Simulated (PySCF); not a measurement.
**RuOF + HF → HRuO + F₂**

Level: PBE0 in the def2-TZVP basis family, computed in PySCF with density fitting; scalar-relativistic core potentials for atoms from Rb on, none lighter, no spin–orbit coupling; open shells unrestricted.

| species | state and structure | ZPE (kJ/mol) | H(298 K) − H(0) (kJ/mol) | S° (J/(mol K)) |
| --- | --- | --- | --- | --- |
| RuOF | doublet, Cs, Ru–F 1.826 Å, Ru–O 1.611 Å; F–Ru–O 157.1° | 11.3 | 12.0 | 280.8 |
| HF | singlet, C∞v, H–F 0.920 Å | 24.9 | 8.7 | 173.6 |
| HRuO | quartet, Cs, Ru–H 1.590 Å, Ru–O 1.672 Å; H–Ru–O 104.0° | 21.7 | 10.5 | 265.2 |
| F₂ | singlet, D∞h, F–F 1.376 Å | 6.6 | 8.7 | 201.9 |

Is the gas-phase reaction uphill or downhill in electronic energy at this level, and by how much?

At PBE0/def2-TZVP, ΔE = 556.2 kJ/mol, uphill. 

Add zero-point, thermal and entropy terms for 298.15 K and 1 bar.

ΔZPE = -7.9 and Δ[H(298) − H(0)] = -1.5 kJ/mol give ΔH° = 546.8 kJ/mol. ΔS° = 12.7 J/(mol K), so ΔG° = 546.8 − 298.15 × (0.0127) = 543 kJ/mol.

Open d or f shells are single determinants, so the state found may not be the ground state. Only the bonding shown was studied: isomers, or loss of a ligand pair, can lie lower.
